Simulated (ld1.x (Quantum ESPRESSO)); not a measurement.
**What one change does to a pseudopotential (krypton, TM)**

| Property | Result |
| --- | --- |
| Element | krypton |
| Generator | ld1.x (Quantum ESPRESSO) 7.5 |
| Type | norm-conserving Troullier–Martins (Kleinman–Bylander form) |
| Functional | PBE |
| Relativity | scalar-relativistic |
| Frozen core | [Ar] 3d10 |
| Valence charge | 8 |
| Reference configuration | 4s2 4p5 (charge +1) |
| Partial waves | 4s (bound): rc 1.40 bohr; 4p (bound): rc 1.20 bohr |
| Local potential | the p channel |
| Core correction | a·sin(br)/r model core, default radius (core density twice the valence density) |

Change: all radii but the core radius scaled by about 0.94 (s 1.32, p 1.12 bohr).

Cutoffs: the cutoffs (Ry, on a coarse ladder) from which the occupation-weighted sum of valence levels, in a spherical-Bessel basis at the reference potential, stays within 10 and 1 mRy of its value at 400 Ry; they do not see the model core or the augmentation charge, which bear on the density cutoff. Errors are all-electron minus pseudo energies relative to the spin-unpolarised reference configuration.

How do hardness, ghosts and transferability respond?

The potential gets harder (80 Ry and 160 Ry → 100 Ry and 230 Ry); a bound ghost appears in s, which as a rule spoils a file; of the 6 tests that both files solve, the error grows in 3 and shrinks in 2 by more than 15 % and 0.3 meV (median size 2.0 → 4.7 meV). A smaller radius makes the pseudo-wave follow the all-electron one further in, where it bends more sharply, so more plane waves are needed.

```tsv
quantity	base	changed
cutoff, loose	80 Ry	100 Ry
cutoff, tight	160 Ry	230 Ry
loose cutoff by channel (10 mRy a level)	s 40 Ry, p 60 Ry	s 40 Ry, p 80 Ry
bound ghosts	none	s
error for 4s2 4p6, meV [ΔE -14.29 eV]	+5.4	+6.8
error for 4s2 4p4, meV [ΔE 25.18 eV]	-1.0	+1.7
error for 4s2 4p3, meV [ΔE 62.25 eV]	-0.7	+10
error for 4s2 4p2, meV [ΔE 112.06 eV]	-14	+7.1
error for 4s1 4p6, meV [ΔE 14.51 eV]	-1.8	-0.6
error for 4s2 4p5.5, meV [ΔE -8.43 eV]	+2.3	+2.6
```

 A true bound ghost makes a file unfit for plane-wave use even where its test errors are small: the radial tests pick states by their node count and pass the ghost by.
